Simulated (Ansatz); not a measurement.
Pulling on the B1–H2 bond in BH3Se (SMILES B[SeH]) (multiplicity 1 held, fragments rigid). Energies count from the point at 1.186 Å.
Geometry at that point (charge 0, multiplicity 1):
```csv
atom,x (Å),y (Å),z (Å)
B,0.4501,-0.0398,-1.5025
H,-0.2892,-0.5600,-2.2704
H,1.4866,0.4372,-1.8194
Se,-0.1317,-0.0109,0.3152
H,1.0302,0.6917,0.8871
```

Unrestricted levels (U-) break spin symmetry where that is lower. Active spaces are followed from a long bond inwards. Curves can end on different states.

Frozen-core correlation. Filled d and f shells under p-block atoms count as core.

The values were computed with Ansatz (Gaussian basis) for Hartree–Fock, density functionals and correlated methods. Values without a source in brackets are computed.

Energies in kcal/mol.

| R (Å) | U-r2SCAN/cc-pVTZ | U-MP2/cc-pVTZ | CASSCF(2,2)/cc-pVTZ | FIC-MRCISD+Q on CASSCF(2,2)/cc-pVTZ |
|---|---|---|---|---|
| 0.949 | 24.6 | 24.6 | 27.1 | 24.8 |
| 1.067 | 5.0 | 4.9 | 6.2 | 5.0 |
| 1.186 | 0.0 | 0.0 | 0.0 | 0.0 |
| 1.305 | 3.1 | 3.4 | 2.1 | 3.1 |
| 1.423 | 10.6 | 11.4 | 8.7 | 10.7 |
| 1.601 | 25.6 | 27.2 | 22.2 | 25.6 |
| 1.779 | 41.8 | 44.4 | 36.8 | 41.5 |
| 2.076 | 67.1 | 79.2 | 58.7 | 65.4 |
| 2.372 | 85.5 | 96.2 | 75.2 | 83.5 |
| 2.728 | 95.9 | 103.9 | 87.5 | 97.4 |
| 3.202 | 102.3 | 107.0 | 94.8 | 105.9 |
| 3.795 | 105.0 | 107.9 | 97.4 | 109.0 |

Doubts at one or more of the structures used: a spin-contaminated determinant (U-r2SCAN/cc-pVTZ, U-MP2/cc-pVTZ).

Ansatz is an electronic-structure program.
